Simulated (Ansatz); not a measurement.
Coupled-cluster run, C₂H₆BFS, SMILES `CBSCF`.

```yaml
crystal:
  periodic: [false, false, false]
  atoms:
    - {symbol: C, position_ang: [-1.692639, -0.590319, 1.113159]}
    - {symbol: B, position_ang: [-0.482877, 0.090290, 0.408622]}
    - {symbol: S, position_ang: [0.436022, -0.781207, -0.840341]}
    - {symbol: C, position_ang: [1.732648, 0.389828, -1.289614]}
    - {symbol: F, position_ang: [2.862947, 0.193972, -0.538332]}
    - {symbol: H, position_ang: [-2.586972, 0.033350, 1.004790]}
    - {symbol: H, position_ang: [-1.925797, -1.597946, 0.765171]}
    - {symbol: H, position_ang: [-1.499448, -0.635040, 2.191701]}
    - {symbol: H, position_ang: [-0.138542, 1.206786, 0.670861]}
    - {symbol: H, position_ang: [1.986203, 0.226887, -2.338772]}
    - {symbol: H, position_ang: [1.373756, 1.406399, -1.126746]}
basis:
  gaussian: {orbitals: def2-TZVPP}
correlation: {method: ccsd_t}
```

```sh
$ ansatz run in.yaml --threads 4 --pin off --events-out ev --progress --plain --max-ram 10444MiB
```

Output of Ansatz, abridged:

```
Functional definition: HF
1480 factors; integrals over basis functions are off by at most 1.1e-3 eV
mean field evaluation 1: about -16350.6292 eV, gradient 3.4e1 eV
mean field evaluation 2: about -16350.8644 eV, gradient 3.4e1 eV
mean field evaluation 4: about -16353.9059 eV, gradient 4.3e0 eV
mean field evaluation 8: about -16353.9723 eV, gradient 2.9e-1 eV
mean field evaluation 16: about -16353.9729 eV, gradient 1.3e-6 eV
mean field -16353.97286464 eV, -600.9974176545 hartree, gradient 1.3e-6 eV, S^2 0.000000; 0 other end points of the search recorded, 0 dependent functions left out
9 core orbitals not correlated: weight in the atoms' cores, before any rotation towards them, 1.000 or more for the frozen orbitals, at most 0.000 for the correlated occupied ones
reference -16353.97286464 eV, -600.9974176545 hartree; 15, 15 occupied and 226, 226 virtual orbitals, 1480 factors
second order -23.74290703 eV of doubles, -0.00000000 eV of singles
cycle   1  -24.37595882 eV  change   -6.3e-1 eV  update   1.0e-1
cycle   2  -24.93714619 eV  change   -5.6e-1 eV  update   3.0e-2
cycle   3  -25.05808536 eV  change   -1.2e-1 eV  update   1.6e-2
cycle   4  -25.04911334 eV  change    9.0e-3 eV  update   4.6e-3
cycle   5  -25.04578613 eV  change    3.3e-3 eV  update   2.4e-3
cycle   6  -25.04643946 eV  change   -6.5e-4 eV  update   8.8e-4
cycle   7  -25.04613303 eV  change    3.1e-4 eV  update   3.3e-4
cycle   8  -25.04604652 eV  change    8.7e-5 eV  update   1.1e-4
cycle   9  -25.04610039 eV  change   -5.4e-5 eV  update   4.5e-5
cycle  10  -25.04611831 eV  change   -1.8e-5 eV  update   1.5e-5
perturbative correction -0.98211802 eV, -0.0360921716 hartree
Total energy: -16380.00110097 eV, -601.9539376972 hartree
```

It took 2.6 min on 4 threads of an Arm Neoverse V1 on a shared host, with 5.4 GiB of host memory at the peak.

The correlation energy is -26.028 eV, 3.8 % of it from (T); the T1 diagnostic reads 0.0127.
